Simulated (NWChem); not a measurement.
System: BSiH$_{5}$O$_{2}$; SMILES OB(O)[SiH3]

Here is an NWChem input.

```
start job
memory heap 200 mb stack 900 mb global 1100 mb
geometry units angstroms noautoz
  B      0.012108     0.557546     0.000000
  O      0.002165     1.197575    -1.201773
  H     -0.016320     2.161247    -1.154941
  O      0.002165     1.197575     1.201773
  H     -0.016320     2.161247     1.154941
  Si     0.006209    -1.477798     0.000000
  H      0.685672    -2.030469     1.213798
  H     -1.402374    -1.992366     0.000000
  H      0.685672    -2.030469    -1.213798
end
basis spherical
  * library def2-svpd
end
dft
  xc xpbe96 cpbe96
  iterations 150
end
tddft
  cis
  nroots 6
  notriplet
end
task tddft energy
```

Parts of the log:

```
             Northwest Computational Chemistry Package (NWChem) 7.3.0
             --------------------------------------------------------

 CS  symmetry detected

                             Geometry "geometry" -> ""
                             -------------------------

 Output coordinates in angstroms (scale by  1.889725989 to convert to a.u.)

  No.       Tag          Charge          X              Y              Z
 ---- ---------------- ---------- -------------- -------------- --------------
    1 B                    5.0000     0.00988084    -0.56931004     0.00000000
    2 O                    8.0000     0.00076273    -1.20935132    -1.20177300
    3 H                    1.0000    -0.01648027    -2.17304634    -1.15494100
    4 O                    8.0000     0.00076273    -1.20935132     1.20177300
    5 H                    1.0000    -0.01648027    -2.17304634     1.15494100
    6 Si                  14.0000     0.00135867     1.46602467     0.00000000
    7 H                    1.0000     0.68010882     2.01957091     1.21379800
    8 H                    1.0000    -1.40788634     1.97877684     0.00000000
    9 H                    1.0000     0.68010882     2.01957091    -1.21379800

 Effective nuclear repulsion energy (a.u.)     148.5216099447

      Symmetry information
      --------------------

 Group name             Cs
 Group number              2
 Group order               2
 No. of unique centers     6

  pbe96 is a nonlocal functional; adding pw91lda local functional.

                                 NWChem DFT Module
                                 -----------------

 Summary of "ao basis" -> "ao basis" (spherical)
 ------------------------------------------------------------------------------
       Tag                 Description            Shells   Functions and Types
 ---------------- ------------------------------  ------  ---------------------
 B                         def2-svpd                 8       20   4s2p2d
 O                         def2-svpd                 9       23   4s3p2d
 H                         def2-svpd                 4        8   2s2p
 Si                        def2-svpd                10       24   5s3p2d

      Symmetry analysis of basis
      --------------------------

        a'         76
        a"         54

            General Information
            -------------------
          SCF calculation type: DFT
          Wavefunction type:  closed shell.
          No. of atoms     :     9
          No. of electrons :    40
           Alpha electrons :    20
            Beta electrons :    20
          Charge           :     0
          Spin multiplicity:     1
          Use of symmetry is: off; symmetry adaption is: on
          Maximum number of iterations: 150
          AO basis - number of functions:   130
                     number of shells:    56
          Convergence on energy requested:  1.00D-06
          Convergence on density requested:  1.00D-05
          Convergence on gradient requested:  5.00D-04

              XC Information
              --------------
          PerdewBurkeErnzerhof Exchange Functional  1.000
            Perdew 1991 LDA Correlation Functional  1.000 local
           PerdewBurkeErnz. Correlation Functional  1.000 non-local

             Grid Information
             ----------------
          Grid used for XC integration:  medium
          Radial quadrature: Mura-Knowles
          Angular quadrature: Lebedev.
          Tag              B.-S. Rad. Rad. Pts. Rad. Cut. Ang. Pts.
          ---              ---------- --------- --------- ---------
          B                   0.85       49          11.0       434
          O                   0.60       49          12.0       434
          H                   0.35       45          12.0       434
          Si                  1.10       88          11.0       590
          Grid pruning is: on
          Number of quadrature shells:   460
          Spatial weights used:  Erf1

      Superposition of Atomic Density Guess
      -------------------------------------

 Sum of atomic energies:        -465.12798195

      Non-variational initial energy
      ------------------------------

 Total energy =    -466.616306
 1-e energy   =    -935.827671
 2-e energy   =     320.689755
 HOMO         =      -0.353011
 LUMO         =       0.024922

      Symmetry analysis of molecular orbitals - initial
      -------------------------------------------------

  Numbering of irreducible representations:

     1 a'          2 a"

  Orbital symmetries:

     1 a'          2 a'          3 a"          4 a'          5 a'
     6 a"          7 a'          8 a'          9 a'         10 a"
    11 a'         12 a'         13 a"         14 a'         15 a'
    16 a"         17 a"         18 a"         19 a'         20 a'
    21 a'         22 a'         23 a"         24 a'         25 a'
    26 a"         27 a'         28 a'         29 a'         30 a"

 !! scf_movecs_sym_adapt:   62 vectors were symmetry contaminated

  Symmetry fudging

 !! scf_movecs_sym_adapt:    2 vectors were symmetry contaminated

   convergence    iter        energy       DeltaE   RMS-Dens  Diis-err
 ---------------- ----- ----------------- --------- --------- ---------
 d= 0,ls=0.0,diis     1   -467.2210984381 -6.16D+02  1.58D-02  8.67D-01

 !! scf_movecs_sym_adapt:   55 vectors were symmetry contaminated

  Symmetry fudging

 !! scf_movecs_sym_adapt:    2 vectors were symmetry contaminated

 d= 0,ls=0.0,diis     2   -467.0900444454  1.31D-01  8.08D-03  2.38D+00

 !! scf_movecs_sym_adapt:   57 vectors were symmetry contaminated

  Symmetry fudging

 !! scf_movecs_sym_adapt:    2 vectors were symmetry contaminated

 d= 0,ls=0.0,diis     3   -467.3174539924 -2.27D-01  1.14D-03  4.64D-02

 !! scf_movecs_sym_adapt:   54 vectors were symmetry contaminated

  Symmetry fudging
 d= 0,ls=0.0,diis     4   -467.3217160515 -4.26D-03  3.35D-04  1.49D-03

 !! scf_movecs_sym_adapt:   15 vectors were symmetry contaminated

  Symmetry fudging
 d= 0,ls=0.0,diis     5   -467.3218847949 -1.69D-04  6.08D-05  1.63D-05

 !! scf_movecs_sym_adapt:    6 vectors were symmetry contaminated

  Symmetry fudging
  Resetting Diis
 d= 0,ls=0.0,diis     6   -467.3218868508 -2.06D-06  1.91D-05  2.33D-06
 d= 0,ls=0.0,diis     7   -467.3218872168 -3.66D-07  1.03D-05  1.75D-07
 d= 0,ls=0.0,diis     8   -467.3218871912  2.56D-08  5.57D-06  3.49D-07

         Total DFT energy =     -467.321887191210
      One electron energy =     -939.494910321115
           Coulomb energy =      367.279207639628
    Exchange-Corr. energy =      -43.627794454419
 Nuclear repulsion energy =      148.521609944696

 Numeric. integr. density =       39.999990013125

                  Occupations of the irreducible representations
                  ----------------------------------------------

                     irrep           alpha         beta
                     --------     --------     --------
                     a'               13.0         13.0
                     a"                7.0          7.0

                       DFT Final Molecular Orbital Analysis
                       ------------------------------------

 Vector   18  Occ=2.000000D+00  E=-2.940186D-01  Symmetry=a'
              MO Center= -4.5D-01,  1.7D+00,  1.3D-17, r^2= 2.5D+00
   Bfn.  Coefficient  Atom+Function         Bfn.  Coefficient  Atom+Function
  ----- ------------  ---------------      ----- ------------  ---------------
   115     -0.373344  8 H  s                 94      0.361960  6 Si px
    91      0.290381  6 Si px               107      0.190679  7 H  s
   123      0.190679  9 H  s                 88     -0.168422  6 Si px
    86      0.093138  6 Si s                 25     -0.083793  2 O  px
    56     -0.083793  4 O  px               116     -0.059534  8 H  s

 Vector   19  Occ=2.000000D+00  E=-2.927085D-01  Symmetry=a"
              MO Center=  4.3D-01,  1.7D+00,  6.9D-10, r^2= 2.7D+00
   Bfn.  Coefficient  Atom+Function         Bfn.  Coefficient  Atom+Function
  ----- ------------  ---------------      ----- ------------  ---------------
    96      0.383327  6 Si pz               107      0.322454  7 H  s
   123     -0.322454  9 H  s                 93      0.287348  6 Si pz
    90     -0.167086  6 Si pz                27     -0.078253  2 O  pz
    58     -0.078253  4 O  pz                24      0.063744  2 O  s
    55     -0.063744  4 O  s                 17     -0.058193  1 B  d -1

[...]

                                NWChem TDDFT Module
                                -------------------

            General Information
            -------------------
           No. of orbitals :     260
            Alpha orbitals :     130
             Beta orbitals :     130
        Alpha frozen cores :       0
         Beta frozen cores :       0
     Alpha frozen virtuals :       0
      Beta frozen virtuals :       0
         Spin multiplicity :       1
    Number of AO functions :     130
        Use of symmetry is : off
      Symmetry adaption is : on
         Schwarz screening :  0.10D-07

              XC Information
              --------------
   PerdewBurkeErnzerhof Exchange Functional   1.00
     Perdew 1991 LDA Correlation Functional   1.00 local
    PerdewBurkeErnz. Correlation Functional   1.00 non-local

             TDDFT Information
             -----------------
          Calculation type : Tamm-Dancoff TDDFT
         Wavefunction type : Restricted singlets
          No. of electrons :      40
           Alpha electrons :      20
            Beta electrons :      20
              No. of roots :       6
          Max subspacesize :    5200
            Max iterations :     100
               Target root :       1
           Target symmetry : none
      Symmetry restriction : off
                 Algorithm : Optimal
        Davidson threshold :  0.10D-03

    6 smallest eigenvalue differences (eV)
--------------------------------------------------------
  No. Spin  Occ  Vir  Irrep   E(Occ)    E(Vir)   E(Diff)
--------------------------------------------------------
    1    1   20   21 a'       -0.264    -0.043     6.015
    2    1   20   22 a'       -0.264    -0.039     6.106
    3    1   19   21 a"       -0.293    -0.043     6.807
    4    1   18   21 a'       -0.294    -0.043     6.843
    5    1   19   22 a"       -0.293    -0.039     6.898
    6    1   18   22 a'       -0.294    -0.039     6.934
--------------------------------------------------------

  Entering Davidson iterations
  Restricted singlet excited states

  Iter   NTrls   NConv    DeltaV     DeltaE      Time
  ----  ------  ------  ---------  ---------  ---------
    1      6       0     0.95E-01   0.10+100       16.3
    2     12       0     0.59E-01   0.13E-01       17.1
    3     18       0     0.30E-01   0.35E-02       17.3
    4     24       0     0.87E-02   0.36E-02       17.6
    5     30       3     0.25E-01   0.11E-01       16.8
    6     33       4     0.27E-02   0.42E-03       13.0
    7     35       5     0.22E-03   0.95E-05       10.8
    8     36       6     0.32E-04   0.55E-07        9.2
  ----  ------  ------  ---------  ---------  ---------
  Convergence criterion met

  Ground state a'       -467.321887191210 a.u.

  ----------------------------------------------------------------------------
  Root   1 singlet a'             0.227977158 a.u.                6.2036 eV
  ----------------------------------------------------------------------------
     Transition Moments    X -0.00180   Y  1.13615   Z -0.00000
     Dipole Oscillator Strength                    0.1961884240
     Electric Quadrupole                           0.0000001027
     Magnetic Dipole                               0.0000000016
     Total Oscillator Strength                     0.1961885284

     Occ.   20  a'  ---  Virt.   21  a'      -0.99396
  ----------------------------------------------------------------------------
  Root   2 singlet a'             0.249280672 a.u.                6.7833 eV
  ----------------------------------------------------------------------------
     Transition Moments    X -0.40867   Y -0.09454   Z -0.00000
     Dipole Oscillator Strength                    0.0292397317
     Electric Quadrupole                           0.0000000560
     Magnetic Dipole                               0.0000002188
     Total Oscillator Strength                     0.0292400065

     Occ.   11  a'  ---  Virt.   22  a'       0.05545
     Occ.   18  a'  ---  Virt.   21  a'       0.23100
     Occ.   18  a'  ---  Virt.   22  a'       0.22114
     Occ.   18  a'  ---  Virt.   24  a'       0.09125
     Occ.   19  a"  ---  Virt.   23  a"       0.09568
     Occ.   19  a"  ---  Virt.   26  a"      -0.06545
     Occ.   20  a'  ---  Virt.   22  a'       0.92183
     Occ.   20  a'  ---  Virt.   27  a'      -0.05437
  ----------------------------------------------------------------------------
  Root   3 singlet a"             0.250728539 a.u.                6.8227 eV
  ----------------------------------------------------------------------------
     Transition Moments    X -0.00000   Y -0.00000   Z  0.14247
     Dipole Oscillator Strength                    0.0033927387
     Electric Quadrupole                           0.0000000147
     Magnetic Dipole                               0.0000001986
     Total Oscillator Strength                     0.0033929519

     Occ.   19  a"  ---  Virt.   21  a'      -0.99040
     Occ.   19  a"  ---  Virt.   22  a'       0.13152
  ----------------------------------------------------------------------------
  Root   4 singlet a'             0.252266291 a.u.                6.8645 eV
  ----------------------------------------------------------------------------
     Transition Moments    X  0.00080   Y -0.01808   Z  0.00000
     Dipole Oscillator Strength                    0.0000550900
     Electric Quadrupole                           0.0000000579
     Magnetic Dipole                               0.0000000214
     Total Oscillator Strength                     0.0000551693

     Occ.   18  a'  ---  Virt.   21  a'       0.96966
     Occ.   20  a'  ---  Virt.   22  a'      -0.23571
  ----------------------------------------------------------------------------
  Root   5 singlet a"             0.258115505 a.u.                7.0237 eV
  ----------------------------------------------------------------------------
     Transition Moments    X  0.00000   Y  0.00000   Z  0.16809
     Dipole Oscillator Strength                    0.0048618034
     Electric Quadrupole                           0.0000001538
     Magnetic Dipole                               0.0000005103
     Total Oscillator Strength                     0.0048624675

     Occ.   17  a"  ---  Virt.   22  a'       0.10852
     Occ.   18  a'  ---  Virt.   23  a"      -0.09355
     Occ.   18  a'  ---  Virt.   26  a"       0.05343
     Occ.   19  a"  ---  Virt.   21  a'      -0.12772
     Occ.   19  a"  ---  Virt.   22  a'      -0.96675
     Occ.   19  a"  ---  Virt.   27  a'      -0.06164
     Occ.   20  a'  ---  Virt.   23  a"      -0.12404
  ----------------------------------------------------------------------------
  Root   6 singlet a"             0.260206165 a.u.                7.0806 eV
  ----------------------------------------------------------------------------
     Transition Moments    X -0.00000   Y -0.00000   Z -0.00543
     Dipole Oscillator Strength                    0.0000051180
     Electric Quadrupole                           0.0000001238
     Magnetic Dipole                               0.0000004017
     Total Oscillator Strength                     0.0000056434

     Occ.   17  a"  ---  Virt.   21  a'      -0.99852

              Target root =      1
          Target symmetry = none
      Ground state energy =   -467.321887191210
        Excitation energy =      0.227977157679
     Excited state energy =   -467.093910033532

  stored tddft:energy   -467.09391003353187
```

Level: PBE/def2-SVPD, TDA. Structure relaxed at the PBE0/def2-SVP level.
